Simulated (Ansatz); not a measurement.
Ansatz (a program for electronic structure) input (B3LYP-D3(BJ)/def2-TZVP):

Ansatz 0.2 input:
```yaml
crystal:
  periodic: [false, false, false]
  atoms:
    - {symbol: Sb, position_ang: [0.05638917, 0.04382527, 1.12775140]}
    - {symbol: Br, position_ang: [0.93163179, -1.93617445, -0.53334448]}
    - {symbol: Br, position_ang: [-1.04954087, 1.88908133, -0.55299199]}
basis:
  gaussian:
    orbitals: def2-TZVP
hamiltonian:
  xc: b3lyp
  dispersion: d3bj
total_charge: -1
relax: {f_tol: 0.002, max_steps: 150}
```

End of the output:

```
reference -146638.10987853 eV, -5388.8511431551 hartree; 47, 47 occupied and 99, 99 virtual orbitals, 1262 factors
relax step   3: F+E_penalty+E_count = -146638.33604213 eV  Δ(F+E_penalty+E_count) = -1.492e-3 eV  max|allowed force component| = 1.056e-2 eV/Å  Δτ_max = 0.0394 Å  (34 SCF iters, accepted)
these checks for a lower state are left out or cut short: starts, cluster_reference, orbital_swaps, neighbouring_geometries, increment
integrals: 0.08 GiB planned
1262 factors; their error is unknown
mean field: 0.76 GiB planned
mean field -146638.11046027 eV, -5388.8511645339 hartree, gradient 7.7e-6 eV, S^2 0.000000; 0 other end points of the search recorded, 0 dependent functions left out
the calculation of the forces begins
reference -146638.11066944 eV, -5388.8511722206 hartree; 47, 47 occupied and 99, 99 virtual orbitals, 1262 factors
relax step   4: F+E_penalty+E_count = -146638.33616758 eV  Δ(F+E_penalty+E_count) = -1.254e-4 eV  max|allowed force component| = 2.858e-3 eV/Å  Δτ_max = 0.0098 Å  (34 SCF iters, accepted)
these checks for a lower state are left out or cut short: starts, cluster_reference, orbital_swaps, neighbouring_geometries, increment
integrals: 0.08 GiB planned
1262 factors; their error is unknown
mean field: 0.76 GiB planned
mean field -146638.11042869 eV, -5388.8511633732 hartree, gradient 7.5e-6 eV, S^2 0.000000; 0 other end points of the search recorded, 0 dependent functions left out
the calculation of the forces begins
reference -146638.11063785 eV, -5388.8511710598 hartree; 47, 47 occupied and 99, 99 virtual orbitals, 1262 factors
relax step   5: F+E_penalty+E_count = -146638.33616857 eV  Δ(F+E_penalty+E_count) = -9.862e-7 eV  max|allowed force component| = 2.967e-4 eV/Å  Δτ_max = 0.0006 Å  (36 SCF iters, accepted)
integrals: 0.08 GiB planned
1262 factors; their error is unknown
mean field: 0.76 GiB planned
mean field evaluation 64: about -146638.1104 eV, gradient 1.1e-1 eV
mean field -146638.11042869 eV, -5388.8511633732 hartree, gradient 7.5e-6 eV, S^2 0.000000; 1 other end points of the search recorded, 0 dependent functions left out
the calculation of the forces begins
reference -146638.11063785 eV, -5388.8511710598 hartree; 47, 47 occupied and 99, 99 virtual orbitals, 1262 factors
Total energy: -146638.33637773 eV, -5388.8594668472 hartree
Atom 0 at     0.057685     0.045122     1.149637 Å, force    -0.000022    -0.000009    -0.000297 eV/Å
Atom 1 at     0.871897    -1.822772    -0.545060 Å, force    -0.000063     0.000147     0.000146 eV/Å
Atom 2 at    -0.991103     1.774381    -0.563162 Å, force     0.000085    -0.000138     0.000151 eV/Å
Dipole moment:     0.019287     0.011397     0.280157 e Å
```
